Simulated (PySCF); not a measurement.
## Spin–spin coupling constants

Geometry:
```csv
atom,x (Å),y (Å),z (Å)
B1,0.021,-0.035,0.007
N2,1.428,0.153,-0.013
C3,2.616,0.000,-0.031
O4,3.776,-0.099,-0.048
N5,-0.848,1.090,0.001
C6,-1.247,2.221,-0.019
O7,-1.688,3.298,-0.037
N8,-0.522,-1.347,0.036
C9,-1.333,-2.231,0.048
O10,-2.077,-3.126,0.061
```

Indirect spin–spin couplings were computed at B3LYP/pcJ-1 (PySCF 2.14.0 with density-fitted response routines) on a PBE0-D3(BJ)/def2-SVP structure, for the isolated molecule, without vibrational or relativistic corrections. Couplings are averaged over pairs made equivalent by symmetry, fast rotation or ring inversion, so a value needn't be that of the named pair in this geometry, while other rotamers aren't included; one pair stands for each set, and the list holds those of at least 0.8 Hz over up to four bonds, among pairs with at least one B atom (others weren't computed).

Isotopes: 11B, 15N, 13C, 17O. Couplings to quadrupolar nuclei such as 17O and 33S are rarely resolved in practice.

| pair | bonds | J (Hz) |
| --- | --- | --- |
| B1, N2 | 1 | ? |
| B1, C3 | 2 | 23.5 |
| B1, O4 | 3 | ? |

Task: Estimate the withheld couplings, with signs.

Result: 
- 1J(B1,N2) = -59.7 Hz (bond length 1.420 Å)
- 3J(B1,O4) = -1.2 Hz
